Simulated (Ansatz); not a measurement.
`C[Se][AsH2]` + silanol → `[SiH3]O[AsH2]` + `C[SeH]` at 600 K and 1 bar (ligand exchange at the As–Se bond).

Gas-phase electronic energies from Ansatz, PBE0-D4/def2-TZVP geometries. CCSD(T)/CBS adds triple-zeta CCSD(T) − MP2 to the extrapolated MP2 energy (def2 sets, frozen cores). For As, Se outer-core shells are correlated without core-valence functions, which leaves a few kJ/mol of doubt a bond. Scalar relativity is left out up to krypton.

```json
{"species": "`C[Se][AsH2]`", "CCSD(T)/CBS energy (Eh)": "-4676.77761", "H − E (kJ/mol)": "189.4", "S (J/(mol·K))": "407.9"}
{"species": "`O[SiH3]`", "CCSD(T)/CBS energy (Eh)": "-366.69042", "H − E (kJ/mol)": "135.7", "S (J/(mol·K))": "307.9"}
{"species": "`[SiH3]O[AsH2]`", "CCSD(T)/CBS energy (Eh)": "-2602.28728", "H − E (kJ/mol)": "168.1", "S (J/(mol·K))": "410.7"}
{"species": "`C[SeH]`", "CCSD(T)/CBS energy (Eh)": "-2441.15625", "H − E (kJ/mol)": "149.5", "S (J/(mol·K))": "312.9"}
```

H − E and S are ideal-gas, rigid-rotor, harmonic terms from PBE0-D4/def2-TZVP. 1 Eh = 2625.50 kJ/mol, R = 8.31446 J/(mol·K).

Task: By hand: ΔE, ΔH, ΔS and ΔG.

Result: ΔE = (-2602.28728) + (-2441.15625) − (-4676.77761) − (-366.69042) = 0.02450 Eh = 64.3 kJ/mol. Δ(H − E) = 168.1 + 149.5 − 189.4 − 135.7 = -7.5, so ΔH = 56.8 kJ/mol. ΔS = 410.7 + 312.9 − 407.9 − 307.9 = 7.8 J/(mol·K). ΔG = 56.8 − 600 × (7.8)/1000 = 52.1 kJ/mol.

Task: By hand: the equilibrium constant, and the temperature at which ΔG would vanish if ΔH and ΔS stayed fixed.

Result: log₁₀ K = −ΔG/(RT ln 10) = -4.5. ΔG = 0 at ΔH/ΔS = 7282 K, far beyond where these terms or the molecules hold.

The number of gas molecules stays the same, so ΔS is small and ΔH decides. A doubt of 5 kJ/mol in ΔE shifts log₁₀ K by 0.4 here. Modes under 60 cm⁻¹, often nearly free rotors, make the harmonic entropy too high. These are equilibria of isolated gas molecules and say nothing of rates. Largest T1 diagnostic: 0.012 (customary marks: 0.02 for closed shells, 0.045 for open ones).
